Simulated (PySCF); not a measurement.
**Worked example: entropy of an ideal gas**

ZnCl, SMILES [Cl][Zn+], charge +1.

Geometry optimised at PBE0-D3(BJ)/def2-TZVP. The spin state was assumed, not searched.

PySCF with PBE0-D3(BJ)/def2-TZVP gives the harmonic wavenumbers 460 cm⁻¹ and the rotational temperature 0.2500 K. The molar mass is 100.83 g/mol, the symmetry number 1, the spin multiplicity 1.

Q: Work out the entropy at 298.15 K and 1 atm in the rigid-rotor, harmonic-oscillator model.

A: 
Translation (Sackur–Tetrode at 1 atm): S = R[1.5 ln M + 2.5 ln T − 1.16487] = 166.3 J/(mol K).
Rotation: q = T/(σ θ) = 1190, S = R[ln q + 1] = 67.2 J/(mol K).
Vibration: with u = 1.4388 ν/T, each mode gives R[u/(e^u − 1) − ln(1 − e^−u)]:
```tsv
ν (cm⁻¹)	modes	u	S (J/(mol K))
460	1	2.22	3.21
```
These are all the modes. Sum 3.2 J/(mol K).
Spin: R ln 1 = 0.0 J/(mol K).
Total 236.7 J/(mol K); the program's own thermochemistry gives 236.7. Translation makes up 70 % and vibration 1 %. Anharmonicity, hindered rotation and orbital degeneracy are left out.
